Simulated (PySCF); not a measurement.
This PySCF input asks for the NMR shieldings of `C=CC(=O)[Si@H](F)CC`, C5H9FOSi; the geometry comes from GFN2-xTB.

```python
import basis_set_exchange as bse
import numpy as np
from pyscf import gto, dft
from pyscf.prop import nmr

atoms = """
C    -3.401764    0.130887    0.267563
C    -2.298921    0.101132   -0.472062
C    -0.984442    0.496786    0.079426
O    -0.862269    0.884845    1.228191
Si    0.562767    0.374324   -1.061093
F     0.074619   -0.361954   -2.425569
C     1.883479   -0.707219   -0.235050
C     2.365731   -0.143725    1.100771
H    -4.368226   -0.151798   -0.114531
H    -3.351332    0.448763    1.297475
H    -2.308682   -0.213312   -1.505083
H     1.000766    1.692034   -1.497405
H     1.484189   -1.712355   -0.071689
H     2.737165   -0.823186   -0.906878
H     1.528638    0.006015    1.777665
H     2.858214    0.814841    0.957196
H     3.073070   -0.824048    1.571163
"""
names = dict.fromkeys(["C", "O", "Si", "F", "H"], "pcSseg-1")
basis = {el: gto.basis.parse(bse.get_basis(n, elements=[el], fmt="nwchem")) for el, n in names.items()}
mol = gto.M(atom=atoms, basis=basis, charge=0, verbose=0)
mf = dft.RKS(mol, xc="PBE0")
mf.grids.level = 2
mf.grids.alignment = dft.numint.BLKSIZE   # the property module wants whole blocks of grid points
mf.conv_tol = 1e-9
mf.kernel()

calc = nmr.RKS(mf)   # GIAO
C = mf.mo_coeff
Co = C[:, mf.mo_occ > 0]
resp = mf.gen_response(singlet=True, hermi=2)
def vind(x):   # induced exchange potential for any number of trial vectors
    d = np.einsum("pi,xij,qj->xpq", C, 2 * x.reshape(-1, C.shape[1], Co.shape[1]), Co, optimize=True)
    return np.einsum("xpq,pi,qj->xij", resp(d - d.transpose(0, 2, 1)), C, Co, optimize=True).ravel()
mo1, _ = nmr.rhf.solve_mo1(calc, with_cphf=vind)
sigma = calc.kernel(mo1)
for i, s in enumerate(sigma):   # ppm
    print("%2d %-2s %9.2f" % (i, mol.atom_pure_symbol(i), np.trace(s) / 3))
```

Q: What are the results?

A: 
```
 0 C      53.42
 1 C      47.49
 2 C     -49.47
 3 O    -465.60
 4 Si    362.74
 5 F     379.74
 6 C     176.14
 7 C     180.61
 8 H      25.83
 9 H      25.04
10 H      24.22
11 H      26.75
12 H      30.63
13 H      30.48
14 H      30.22
15 H      30.88
16 H      30.51
```

These numbers come from an equivalent density-fitted implementation of the same equations, which agrees with the script to about 0.01 ppm for H and up to a few tenths of a ppm for heavy atoms, so last digits may differ.

Q: Turn these shieldings into chemical shifts. Scale: TMS for ¹³C (σref 186.93), ²⁹Si (σref 349.16), ¹H (σref 31.72); ¹⁷O (σref 336.08) vs H2O; ¹⁹F (σref 170.95) vs CFCl3 (reference shieldings calculated alike).

A: Averaging equivalent atoms: C 2: 236.4; C 1: 139.4; C 0: 133.5; C 6: 10.8; C 7: 6.3; O 3: 801.7; Si 4: -13.6; F 5: -208.8; H 10: 7.49; H 9: 6.68; H 8: 5.89; H 11: 4.97; H 13: 1.23; H 14/15/16: 1.18; H 12: 1.09 ppm. Unscaled 19F shifts against computed CFCl3 carry errors that often reach 10 to 50 ppm. Unscaled 17O shifts of doubly bonded oxygen tend to come out too high, by tens of ppm or more. Experimental scales use liquid or dissolved standards, which lie at an offset from isolated H2O (liquid H2O: subtract about 36 ppm).

Size and cost of the density-fitted run: 188 basis functions, 25 s wall time on 1 thread of an Arm Neoverse V2, shared host; peak memory 0.79 GiB.
